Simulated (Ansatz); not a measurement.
Consider the hydrogenolysis of the Al–Cl bond: `N#[C][AlH][Cl]` + H₂ → `N#[C][AlH2]` + HCl.

Computed with Ansatz on PBE0-D4/def2-TZVP structures; ΔE is electronic, products minus reactants. CCSD(T)/CBS is frozen-core, at the limit of the def2 triple- and quadruple-zeta sets. DFT in def2-TZVPP. B3LYP here is the variant with VWN-RPA as its local correlation; programs differ in this.

Is it downhill or uphill in electronic energy at CCSD(T)/CBS, and by how much? (An estimate is asked.)

The calculation gave: Uphill: ΔE = +147.3 kJ/mol.

What do these levels give: PBE0-D4, B3LYP-D4, BHLYP-D4, B2PLYP, CAM-B3LYP, RPA@PBE/def2-TZVPP, CCSD(T)/def2-SVP, CCSD(T)/def2-QZVPP, HF/CBS(def2), MP2/cc-pV(T+d)Z, CCSD/cc-pV(T+d)Z, CCSD(T)/CBS(cc)? (Best estimate.)

Computed: PBE0-D4 141.3, B3LYP-D4 142.6, BHLYP-D4 143.0, B2PLYP 142.6, CAM-B3LYP 136.5, RPA@PBE/def2-TZVPP 133.2, CCSD(T)/def2-SVP 138.1, CCSD(T)/def2-QZVPP 144.3, HF/CBS(def2) 133.2, MP2/cc-pV(T+d)Z 149.7, CCSD/cc-pV(T+d)Z 137.2, CCSD(T)/CBS(cc) 147.0 kJ/mol.

Largest T1 diagnostic among the species: 0.013.

The D4 term adds +4.9 kJ/mol with B3LYP and +2.7 kJ/mol with PBE0; it sums over pairs of atoms, weighted by their polarisabilities, and B3LYP, whose exchange is more repulsive, gets the larger term. Leaving LDA and LC-ωPBE aside and taking each functional with its dispersion term where it has one, the values, not all of them listed here, spread over 14.1 kJ/mol, from B97M-V to r2SCAN-D4. In def2-TZVPP, CCSD(T) changes the Hartree–Fock value by +7.0 kJ/mol (the triples alone add +3.1 kJ/mol) and MP2 by +16.4 kJ/mol.
